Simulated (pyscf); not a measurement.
cyclic C₃H₈Si (SMILES C1C[SiH2]C1) → cyclic C₃H₈Si (SMILES [SiH3]C1CC1), a concerted two-bond exchange (singlet surface; C–Si, C–H broken, C–C, H–Si formed). Single points on ωB97X-D3(BJ)/def2-SVP structures (PySCF, gas phase). Correlated levels are frozen-core, on RHF or UHF. ΔMP2 is the change of the MP2 total energy from the triple- to the quadruple-zeta basis. Energies in kcal/mol from the reactant's lowest minimum found.

AM1 to PM7: differences of heats of formation from MOPAC, which are fitted to 298 K values and so differ in kind from electronic energies by zero-point and thermal terms. 

Question: Quick PM6 single points give ΔE‡ = 93.8 kcal/mol and ΔE = +14.8 kcal/mol. What does CCSD(T)/def2-TZVPP + ΔMP2(QZVPP) give, and how far is the quick result from it?

Answer: CCSD(T)/def2-TZVPP + ΔMP2(QZVPP) gives ΔE‡ = 100.3 kcal/mol and ΔE = +10.4 kcal/mol. PM6 lies 6.5 kcal/mol under it in the barrier and 4.5 kcal/mol over it in the reaction energy, so on this step it does not hold to within 3.0 kcal/mol. CCSD(T)/def2-TZVPP + ΔMP2(QZVPP) has limits of its own. cyclic C₃H₈Si (SMILES [SiH3]C1CC1) lies 13.9 kcal/mol over its isomer H₂C=CH–SiH₂–CH₃ (electronic energy, ωB97M-D3(BJ)/def2-TZVP). One saddle was located; it need not be the lowest between these sides. A restricted solution here is unstable towards spin polarisation, so biradical character is likely and single-reference numbers are less safe. The CCSD(T) − MP2 part came from Ansatz, without density fitting, on the same reference. The largest closed-shell T1 diagnostic is 0.040, which may signal static correlation.
